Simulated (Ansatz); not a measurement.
One change: `C1=CC1` becomes `NBC1C=C1`.

Ansatz, PBE0-D4/def2-TZVP geometries, multiplicity 1. Each molecule was computed in one conformer, which needn't be the lowest.

| property | `C1=CC1` |
| --- | --- |
| HOMO energy (ωB97M-V/def2-TZVPP) / eV | -9.49 |
| LUMO energy (PBE/def2-TZVPP) / eV | -0.97 |
| HOMO energy (B3LYP/def2-TZVPP) / eV | -7.03 |
| LUMO energy (B3LYP/def2-TZVPP) / eV | -0.15 |
| LUMO energy (ωB97M-V/def2-TZVPP) / eV | 2.27 |
| HOMO–LUMO gap (PBE0/def2-TZVPP) / eV | 7.35 |

(1) What does the change do to each property? (An estimate is asked.)

Results:

(1) Ansatz gave: 
```csv
property,`NBC1C=C1`,shift
HOMO energy (ωB97M-V/def2-TZVPP) / eV,-9.07,0.42
LUMO energy (PBE/def2-TZVPP) / eV,-1.10,-0.13
HOMO energy (B3LYP/def2-TZVPP) / eV,-6.61,0.42
LUMO energy (B3LYP/def2-TZVPP) / eV,-0.33,-0.18
LUMO energy (ωB97M-V/def2-TZVPP) / eV,1.91,-0.36
HOMO–LUMO gap (PBE0/def2-TZVPP) / eV,6.72,-0.63
```

With PBE0 the HOMO rises by 0.42 eV and the LUMO falls by 0.20 eV, so the gap narrows by about 0.62 eV. PBE moves the HOMO by 0.45 eV and ωB97M-V by 0.42 eV. The zero-point energy changes by 80.7 kJ/mol with +12 modes.

B3LYP here is the variant with VWN-RPA as its local correlation; programs differ in this.
